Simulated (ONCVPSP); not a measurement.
## Cutoff test, Sm (Z = 62), ONCV

ONCVPSP 4.0.1 input, shortened (lines: element, Z, core and valence counts, functional; n l f; lmax; l rc ep ncon nbas qcut; lloc lpopt rc5 dvloc0; l nproj debl; icmod fcfact rcfact), PBE, scalar-relativistic:

```
  Sm 62.00    9    5        4      upf
    1    0    2.00
    2    0    2.00
    2    1    6.00
    3    0    2.00
    3    1    6.00
    3    2   10.00
    4    0    2.00
    4    1    6.00
    4    2   10.00
    4    3    6.00
    5    0    2.00
    5    1    6.00
    6    0    1.50
    6    1    0.50
    3
    0    2.45    0.00    5    8    4.10
    1    2.55    0.00    4    7    4.50
    2    2.05    0.35    5    9    4.90
    3    0.85    0.00    4    9   23.80
    4    4    0.55    0.00
    0    2    2.20
    1    2    0.90
    2    2    0.90
    3    2    2.30
    1    0.30    0.00
```

In the d channel the program set the typed energies aside and used 0.050, 0.950 Ha.

Question: For each optimised wave give the share of its norm inside rc, the residual kinetic energy above qcut (Ha) and the cutoffs (Ha) for errors of 10, 1, 0.1 and 0.01 mHa per electron.

Answer:

| wave | norm inside rc | residual KE | 10 mHa | 1 mHa | 0.1 mHa | 0.01 mHa |
| --- | --- | --- | --- | --- | --- | --- |
| 5s | 0.972 | 6.9e-04 | 4.7 | 7.9 | 24.1 | 29.1 |
| 6s | 0.079 | 3.6e-04 | 2.3 | 7.0 | 14.6 | 30.7 |
| 5p | 0.924 | 5.3e-07 | 4.8 | 6.4 | 7.7 | 8.8 |
| 6p | 0.030 | 1.9e-06 | 3.0 | 4.7 | 6.2 | 7.3 |
| d projector 1 | 0.051 | 4.5e-06 | 3.5 | 5.8 | 7.8 | 9.7 |
| d projector 2 | 0.229 | 7.4e-05 | 6.2 | 8.4 | 11.4 | 80.0 |
| 4f | 0.503 | 5.9e-05 | 167.2 | 199.5 | 234.5 | not reached |
| f projector 2 | 0.120 | 1.9e-08 | 157.1 | 191.0 | 219.1 | 241.8 |

The occupied waves need 199 Ha and 234 Ha for 1 and 0.1 mHa. Note: ghosts flagged at negative energy: s at -597.6 eV, p at -327.9 eV, d at -31.0 eV; no localised positive-energy state flagged. A true bound ghost makes a file unfit for plane-wave use. Tests left out (the all-electron energies of this program are off by 10 to 40 meV for near-neutral 4f atoms).
